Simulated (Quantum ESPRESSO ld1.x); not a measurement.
Problem. The aim is the tellurium ion Te+ in [Kr] 4d10 5s2 5p3. This ld1.x (Quantum ESPRESSO 7.5) run was made with `OMP_NUM_THREADS=1 ld1.x < ld1.in > ld1.out`. Can the result be used? Name any fault.

```
 &input
    zed=52.0,
    iswitch=1,
    rel=1,
    dft='PW',
    config='[Kr] 4d10 5s2 5p3 6p2',
    prefix='ld1',
    max_out_wfc=37,
    file_charge='ld1.rho',
 /
```

Output (excerpt):

```
     Program LD1 v.7.5 starts

     Message from routine scf:
     warning: convergence not achieved
     --------------------------- All-electron run ----------------------------

     scalar relativistic calculation

     atomic number is 52.00
     dft =PW   lsd =0 sic =0 latt =0  beta=0.20 tr2=1.0E-14
     Exchange-correlation= PW
                           (   1   4   0   0   0   0   0)
     mesh =2071 r(mesh) = 100.35925 a.u. xmin = -8.00 dx = 0.00800
     1 Ry =  13.60569312 eV, c = 137.03599908

     n l     nl                  e(Ry)          e(Ha)          e(eV)
     1 0     1S 1( 2.00)     -2322.3240     -1161.1620    -31596.8272
     2 0     2S 1( 2.00)      -356.4064      -178.2032     -4849.1565
     2 1     2P 1( 6.00)      -320.1526      -160.0763     -4355.8978
     3 0     3S 1( 2.00)       -71.0840       -35.5420      -967.1466
     3 1     3P 1( 6.00)       -59.2982       -29.6491      -806.7927
     4 0     4S 1( 2.00)       -12.2959        -6.1479      -167.2942
     4 1     4P 1( 6.00)        -8.6354        -4.3177      -117.4911
     3 2     3D 1(10.00)       -41.4256       -20.7128      -563.6240
     4 2     4D 1(10.00)        -3.3050        -1.6525       -44.9671
     5 0     5S 1( 2.00)        -1.3221        -0.6610       -17.9878
     5 1     5P 1( 3.00)        -0.6016        -0.3008        -8.1852
     6 1     6P 1( 2.00)         0.0214         0.0107         0.2915

     final scf error:  1.7E-01 reached in 201 iterations

     Etot =  -13554.233916 Ry,   -6777.116958 Ha, -184414.747173 eV

     Ekin =   14244.360703 Ry,    7122.180351 Ha,  193804.400452 eV
     Encl =  -32819.926296 Ry,  -16409.963148 Ha, -446537.845498 eV
     Eh   =    5360.437401 Ry,    2680.218701 Ha,   72932.466288 eV
     Exc  =    -339.105724 Ry,    -169.552862 Ha,   -4613.768415 eV
```

Solution. No (not converged). The line at issue: config='[Kr] 4d10 5s2 5p3 6p2'. The string holds 53 electrons for Z = 52, so the species has charge -1 and is not the one meant. The extra electrons are not bound, and the cycle does not converge. The sound input gives -6788.4845 hartree.
